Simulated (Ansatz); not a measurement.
CH$_{4}$Cl$_{3}$NSn, SMILES `C[NH][Sn]([Cl])([Cl])[Cl]`, relaxed with RKS PBE0-D4/def2-TZVP in Ansatz 0.2.0 from a PBE-D4/def2-SVP geometry. The force threshold is 0.005 eV/Å; the program also tests the step.

The species carries charge 0 and has multiplicity 1. Sn takes the def2 core potential.

Start:

```xyz
10

C     0.040   -1.528    0.291
N    -0.570   -0.248    0.660
Sn   -0.022    1.393   -0.435
Cl    2.292    1.907   -0.428
Cl   -1.201    3.260    0.366
Cl   -0.619    0.936   -2.662
H     1.127   -1.626    0.514
H    -0.104   -1.707   -0.794
H    -0.491   -2.345    0.826
H    -0.452   -0.043    1.662
```

Problem. By how much does the energy fall, and how many steps does the optimiser take? (Best estimate.)

Solution. Computed: 0.11 eV, in 14 steps, 2 of them rejected.

Problem. Which bonds change most? (Estimate.)

Solution. The calculation gave: Sn3–Cl4 from 2.370 to 2.314 Å; N2–Sn3 from 2.047 to 1.992 Å; Sn3–Cl6 from 2.351 to 2.298 Å; Sn3–Cl5 from 2.349 to 2.297 Å.

Problem. Give the relaxed structure. (An estimate is asked.)

Solution. Computed: 
```xyz
10

C     0.071   -1.515    0.306
N    -0.565   -0.239    0.607
Sn   -0.040    1.365   -0.451
Cl    2.231    1.807   -0.489
Cl   -1.115    3.200    0.416
Cl   -0.666    1.025   -2.636
H     1.127   -1.576    0.593
H    -0.001   -1.716   -0.765
H    -0.471   -2.313    0.819
H    -0.572   -0.039    1.600
```
